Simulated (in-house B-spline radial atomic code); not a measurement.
# RPA and G0W0 on TPSS: the germanium ion Ge¹⁷⁺

Configuration [Ne] 3s2 3p3, highest spin, mean-field start TPSS. Computed with a B-spline radial code for spherical atoms: all electrons, non-relativistic, point nucleus, each spin shell either full or empty, empty states to l = 9 with an (l + 1/2)⁻⁴ tail; G0W0 by contour deformation at full frequency.

Command:
```bash
python run_gw.py task.json out
```
Settings (radii: box in bohr, nucleus in fm):
```
Z                        32
electrons                15
configuration            [Ne] 3s2 3p3
hamiltonian              nr
method                   tpss,tpss
lmax                     9
spin_polarised           True
box_radius               4.58
intervals                47
```

Time taken, with all properties: 2 s on 1 thread of Arm Neoverse N1, on a shared host.

Energies (hartree):

| term | value |
| --- | --- |
| mean-field total | -1922.93444 |
| Hartree-Fock functional on these orbitals | -1922.23187 |
| direct second order | -1.2315 |
| second-order exchange | 0.44946 |
| SOSEX correction | 0.4087 |

What is the RPA correlation energy, and what remains with SOSEX?

RPA gives -1.0934 hartree (-1.98 eV per electron); RPA + SOSEX gives -0.6847, and the second-order doubles -0.78207 hartree (no singles). RPA lacks exchange-type terms and so overcorrelates at short range.

Quasi-particle levels (eV):

```tsv
level	occupied	mean field	Σx - vxc	Σc	QP weight	G0W0
3p up	yes	-638.17	-20.05	?	?	?
3s down	yes	-672.80	-13.93	-5.25	0.972	-691.98
2p down	yes	-1823.56	-61.27	6.79	0.979	-1878.04
3p down	no	-624.46	21.77	-4.44	0.968	-607.13
```

G0W0 = mean field + (Σx - vxc) + Σc, with Σc (partial-wave tail included) taken at the quasi-particle energy. Only the outer levels were computed. Levels of low weight are left out.

Where does G0W0 put 3p up?

At -658.50 eV, with Σc = -0.28 eV and a quasi-particle weight of 0.968. The tabulated removal energy is 662.8 ± 1.9 eV (NIST, semi-empirical); the calculation leaves out relativity, Breit and QED terms, and what these don't explain is the method's own error.
